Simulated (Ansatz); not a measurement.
Conformers of C4H8O3, SMILES `COCCOC=O`, each relaxed with PBE0-D4/def2-TZVP in Ansatz. CBS adds the triple-zeta coupled-cluster correction to the MP2 limit.

Not all of them had a frequency check.

Conformer A:

Z-matrix (Å, degrees):
```
C
O 1 1.407
H 1 1.095 2 112.1
H 1 1.090 2 106.9 3 -118.8
H 1 1.099 2 111.0 3 122.7
C 2 1.398 1 114.2 3 -68.8
C 6 1.514 2 114.2 1 73.6
H 6 1.093 2 106.2 1 -166.1
H 6 1.102 2 111.1 1 -48.9
O 7 1.430 6 110.1 2 62.8
H 7 1.090 6 112.2 2 -59.2
H 7 1.092 6 109.5 2 179.3
C 10 1.331 7 117.2 6 -102.0
O 13 1.196 10 126.7 7 -4.1
H 13 1.099 10 108.8 7 176.8
```

Conformer B:

Z-matrix (Å, degrees):
```
C
O 1 1.406
H 1 1.099 2 111.1
H 1 1.095 2 112.4 3 -121.9
H 1 1.090 2 107.0 3 118.6
C 2 1.401 1 114.9 3 50.5
C 6 1.513 2 114.6 1 80.7
H 6 1.099 2 111.1 1 -44.5
H 6 1.094 2 106.2 1 -161.2
O 7 1.437 6 113.0 2 -74.1
H 7 1.092 6 109.6 2 164.1
H 7 1.090 6 110.1 2 43.0
C 10 1.331 7 116.3 6 -85.7
O 13 1.197 10 126.2 7 0.2
H 13 1.100 10 109.1 7 -179.5
```

Q: Which is lowest in electronic energy at CCSD(T)/CBS (frozen core, def2 sets), and by how much? (An estimate is asked.)

A: Computed: A; B lies 3.9 kJ/mol higher.

Q: Give the energies relative to A (kJ/mol) with PBE-D4/def2-TZVPP, r2SCAN-D4/def2-TZVPP, PBE0-D4/def2-TZVPP, B2PLYP/def2-TZVPP, CCSD/def2-TZVPP, MP2/def2-QZVPP, MP2/CBS(def2). (An estimate is asked.)

A: Computed: 
```csv
level,B
PBE-D4/def2-TZVPP,4.3
r2SCAN-D4/def2-TZVPP,4.7
PBE0-D4/def2-TZVPP,4.2
B2PLYP/def2-TZVPP,3.2
CCSD/def2-TZVPP,3.5
MP2/def2-QZVPP,4.0
MP2/CBS(def2),4.0
```
